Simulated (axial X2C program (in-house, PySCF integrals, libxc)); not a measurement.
CrH: from the spin-free to the two-component result

All values were computed with an in-house relativistic program for diatomic molecules. Spin-free means the one-electron spin-free X2C Hamiltonian; two-component (2c) means X2C with spin–orbit coupling and atomic mean-field two-electron Coulomb and Gaunt terms, so the difference of the two also holds small scalar two-electron terms. Basis: Cr dyall-cv3z [9s10p6d3f2g], H dyall-v3z [6s2p1d] (cores contracted in-house); Gaussian nuclei, density fitting, unrestricted open shells. Masses: Cr 51.941 u, H 1.008 u.

Spin-free state: M_S = 5/2, Λ = 0 (beyond evenly filled blocks: σα, π+α, π-α, δ+α, δ-α); fragments Cr + H.

| level | Re (Å) | ωe (cm⁻¹) | De (eV) | μ (D) |
| --- | --- | --- | --- | --- |
| PBE0 | 1.653 | 1659.6 | 2.162 | -3.13 |
| HF | 1.720 | 1620.6 | 1.223 | -2.15 |
| MP2 | 1.586 | 1740.9 | 1.619 | n/a |
| BHandHLYP | 1.661 | 1666.9 | 2.288 | -3.50 |

Correlated methods: 7 electrons correlated (number of frozen shells: Cr 3 s, 2 p; H none), 195 virtual spin orbitals or spinors in MP2.

Dipoles are positive if H is the positive end.

Two-component determinant lowest at the distance of the search:

Ω = 5/2 (⟨Sz⟩ = 2.50, ⟨Lz⟩ = 0.00 at HF); fragments Cr + H.

| level | Re (Å) | ωe (cm⁻¹) | De (eV) | μ (D) |
| --- | --- | --- | --- | --- |
| PBE0 | 1.653 | 1658.5 | 2.160 | -3.14 |
| HF | 1.720 | 1620.0 | 1.216 | -2.16 |
| MP2 | 1.585 | 1743.5 | 1.617 | n/a |
| BHandHLYP | 1.661 | 1665.3 | 2.286 | -3.51 |

(1) From the two tables, how do the constants change at the MP2 level (2c against spin-free)?

The state is a single determinant with fixed occupations, the lowest that a limited PBE0 search found. Dissociation energies refer to the lowest single-determinant-based atoms at the same level and basis. Density functionals use the spin component along the axis (collinear). With several unpaired electrons one determinant need not be a pure state. This is the top spin component of a Σ state; components of lower Ω are not single determinants and can lie lower.

Results:

(1) At the MP2 level Re falls by 0.001 Å and ωe increases by 2.6 cm⁻¹; De changes by -0.002 eV.
